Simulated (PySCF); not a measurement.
# Reading the logs of faulty runs: AlBClH3N cation

All numbers below are calculated, not measured. They come from PySCF 2.14.0, an open-source quantum chemistry program, on an isolated molecule that a program drew, which may never have been made. The molecule is AlBClH3N cation (charge +1, singlet), drawn as the SMILES string `[NH2][Al+][BH]Cl`.

Each row is a Hartree-Fock (HF) and frozen-core CCSD(T) single point in the cc-pV(D+d)Z basis, meant for a local HF minimum. Run 1 is clean. Each other run has one planted mistake out of seven kinds, and not every kind appears here: one electron removed, one electron added, multiplicity raised by two, geometry at a saddle point, minimal basis STO-3G, one bond length entered in bohr, all coordinates scaled. The reference is restricted for singlets and unrestricted otherwise, and also for a bond in bohr. Adding or removing an electron swaps singlet and doublet. Electrons count all cores. HOMO and LUMO are orbital energies over both spins, the gradient is its largest component, and the lowest frequency (negative if imaginary) is given only where the gradient is small. Bond lengths are over the 6 bonds as drawn. T1 is the CCSD diagnostic: over 0.02 (restricted) or 0.045 (unrestricted) a single reference is doubtful.

Geometry of the clean run:
```xyz
7
AlBClH3N cation, angstrom
N    -1.0998    2.4248    2.8127
Al   -1.1022    1.6838    1.2643
B    -1.0603    0.7642   -0.7042
Cl    0.3521    1.0171   -1.6501
H    -0.3443    2.9663    3.2018
H    -1.8540    2.3900    3.4800
H    -1.9823    0.1224   -1.0840
```

```
run,electrons,basis functions,<S^2>,HOMO (eV),LUMO (eV),gradient (hartree/bohr),lowest frequency (cm^-1),mean bond (Å),longest bond (Å),T1,HF (hartree),CCSD(T) (hartree),mistake
1,44,89,0.000,-15.83,-4.54,3.0e-05,65,1.4682,2.173,0.0180,-782.10991,-782.59533,no fault
2,44,89,0.000,-15.74,-4.41,5.5e-02,-,1.3904,2.058,0.0160,-782.08757,-782.56745,all coordinates scaled
3,44,89,0.702,-15.90,-4.95,2.5e-02,-,1.6177,2.173,0.0665,-781.95973,-782.44733,?
4,44,31,0.000,-14.61,-0.64,4.1e-02,-,1.4682,2.173,0.0239,-773.34070,-773.49568,?
```

**Which mistake was planted in run 3, and what did it cost?**

The mean bond changes by a factor of 1.102 and the longest by 1.000, so the molecule wasn't scaled as a whole. A length L in bohr read as angstrom grows by (1/0.5292 - 1) L = 0.890 L. The 6 bonds together grew by 6 x 0.1495 = 0.897 Å, which gives L = 1.008 Å. That is the length of one of the H-N bonds, 1.008 Å in the clean geometry. So the mistake is: one bond length entered in bohr. Subtracting run 1 and multiplying by 627.51 kcal/mol a hartree, the energy moved by 94.2 kcal/mol in HF and 92.9 kcal/mol in CCSD(T).

**Which mistake was planted in run 4, and what did it cost?**

It has 31 basis functions where the clean run has 89, with the same electrons and geometry. So the mistake is: minimal basis STO-3G. Subtracting run 1 and multiplying by 627.51 kcal/mol a hartree, the energy moved by 5502.8 kcal/mol in HF and 5710.1 kcal/mol in CCSD(T).

Cautions from the logs. Run 3: T1 is over the limit, so its CCSD(T) energy is less reliable; run 4: T1 is over the limit, so its CCSD(T) energy is less reliable.
